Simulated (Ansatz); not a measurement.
Born–Oppenheimer molecular dynamics of AlBH$_{5}$NO (9 atoms, charge 0, multiplicity 1). It starts from a relaxed structure.

The calculation used RKS B3LYP/def2-SVP in Ansatz.

- ensemble: NVE (velocity Verlet)
- time step: 0.5 fs
- steps asked: 150
- starting velocities drawn for: 500 K
- masses: H 3.016 u
- seed: 967218

First frame:

```xyz
9
Properties=species:S:1:pos:R:3
B -1.982 0.710 0.571
O -0.714 0.299 0.490
Al 0.915 -0.221 0.423
N 1.587 -0.681 -1.144
H -2.245 1.891 0.449
H -2.869 -0.099 0.763
H 1.760 -0.276 1.744
H 1.095 -0.668 -2.033
H 2.541 -1.001 -1.281
```

(1) How far do the bonds stretch over the last three quarters of this one trajectory? (Pairs bonded in most of those frames.)

Answers

(1) 
```tsv
bond	mean (Å)	spread (Å)	shortest	longest
B1–O2	1.342	0.015	1.32	1.37
B1–H5	1.218	0.017	1.19	1.25
B1–H6	1.221	0.022	1.18	1.25
O2–Al3	1.723	0.024	1.68	1.75
Al3–N4	1.767	0.014	1.74	1.80
Al3–H7	1.577	0.030	1.53	1.62
N4–H8	1.018	0.024	0.98	1.07
N4–H9	1.021	0.037	0.96	1.08
```

Mean temperature of the second half: 252 K. The conserved energy stayed within 0.13 meV per atom of its start (net change 0.078 meV per atom), so the integration is sound. The temperature averaged 0.50 of the 500 K drawn at the start: a run that starts near a minimum puts about half its kinetic energy into the potential. A run of 0.075 ps of so small a system gives no equilibrium averages.

The run took 15 min on 1 thread of AMD EPYC (Zen 3), with other jobs on the host, peak memory 0.15 GiB.
